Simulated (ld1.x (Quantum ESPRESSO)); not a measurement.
## Pseudopotential generation for platinum: PAW, PBE, scalar-relativistic.

| Property | Result |
| --- | --- |
| Element | platinum (Pt) |
| Generator | ld1.x (Quantum ESPRESSO) 7.5 |
| Type | PAW |
| Functional | PBE |
| Relativity | scalar-relativistic |
| Frozen core | [Kr] 4d10 4f14 5s2 |
| Valence charge | 16 |
| Reference configuration | 5p6 5d9 6s1 6p0 |
| Partial waves | 6s (bound): rcut 2.10, rcutus 2.30 bohr; 6s channel at 1.2 Ry: rcut 2.10, rcutus 2.30 bohr; 5p (bound): rcut 1.45, rcutus 1.70 bohr; 6p (bound, empty): rcut 1.45, rcutus 1.70 bohr; 5d (bound): rcut 1.20, rcutus 1.50 bohr; 5d channel at 0.45 Ry: rcut 1.20, rcutus 1.50 bohr |
| Local potential | all-electron potential smoothed inside 1.15 bohr (lloc = -1) |
| Core correction | Bessel-smoothed model core inside 0.70 bohr |
| Augmentation charge | PSQ, radius 1.00 bohr |

Q: Does the generator finish with these settings?

A: No. ld1.x (Quantum ESPRESSO) 7.5 stopped with "new_paw_hamiltonian: negative rho": the spherical valence density built from the smooth waves and the augmentation charge turned negative at some radius.
